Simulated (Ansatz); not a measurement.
In6P7H20²⁺, a cluster cut from zinc blende InP (hydrogen-capped). Total charge 2; doublet. Geometry PBE-D4/def2-SVP, that of the charge +1 singlet; atoms count from 1.

```xyz
33

P     3.343   -0.596    1.554
P    -2.229    1.641   -3.279
P     0.364    2.092    1.298
P     1.198    0.121   -1.972
P     0.826   -3.313    0.341
P    -2.249   -0.530    0.044
P    -0.026   -1.233    3.525
In    0.352    2.181   -3.485
In    2.442    1.291   -0.088
In    1.980   -2.581    2.551
In   -3.717    1.411   -1.104
In   -1.530    0.540    2.237
In   -0.475   -1.733   -1.371
H     4.073    0.000    2.632
H     4.458   -1.203    0.893
H    -2.539    0.554   -4.159
H    -2.870    2.672   -4.041
H     0.759    3.051    2.282
H    -0.324    2.979    0.410
H     2.238   -0.550   -2.694
H     1.807   -4.063   -0.383
H    -0.025   -4.410    0.689
H    -3.146   -1.569    0.457
H     0.398   -0.694    4.783
H    -0.923   -2.220    4.043
H     0.604    3.496   -2.373
H     0.894    1.876   -5.094
H     3.674    2.476   -0.319
H     2.785   -3.723    3.557
H    -3.248    2.768   -0.120
H    -5.244    0.715   -1.502
H    -2.608    1.289    3.357
H    -1.042   -2.734   -2.664
```

In the def2 sets In takes a core potential; there is no spin–orbit coupling. Single mean-field runs in def2-TZVP are fitted with def2-universal-jkfit.

Q: Estimate the Mulliken populations of the heavy atoms from the PBE0/def2-TZVP orbitals of Ansatz.

A: 
| atom | charge (e) | spin (α − β) |
| --- | --- | --- |
| P1 | -0.40 | 0.01 |
| P2 | -0.36 | 0.24 |
| P3 | -0.39 | 0.01 |
| P4 | -0.54 | 0.18 |
| P5 | -0.40 | -0.01 |
| P6 | -0.54 | 0.18 |
| P7 | -0.40 | 0.01 |
| In8 | 0.42 | 0.03 |
| In9 | 0.51 | -0.01 |
| In10 | 0.53 | 0.00 |
| In11 | 0.42 | 0.03 |
| In12 | 0.51 | -0.01 |
| In13 | 0.53 | 0.04 |
Mulliken values depend strongly on the basis.

Q: Where does the spin sit?

A: Summed by element: P 0.63, In 0.09, H 0.28, of 1 unpaired in all. Largest on single atoms: P2 0.24, P6 0.18, P4 0.18.

Q: And the Mayer bond orders between heavy atoms (over 0.3)?

A: P1–In9 0.62 (2.66 Å); P1–In10 0.66 (2.61 Å); P2–In8 0.55 (2.64 Å); P2–In11 0.55 (2.64 Å); P3–In9 0.64 (2.62 Å); P3–In12 0.64 (2.62 Å); P4–In8 0.52 (2.69 Å); P4–In9 0.74 (2.54 Å); P4–In13 0.64 (2.57 Å); P5–In10 0.67 (2.60 Å); P5–In13 0.62 (2.67 Å); P6–In11 0.52 (2.69 Å); P6–In12 0.74 (2.54 Å); P6–In13 0.64 (2.57 Å); P7–In10 0.66 (2.61 Å); P7–In12 0.62 (2.66 Å).
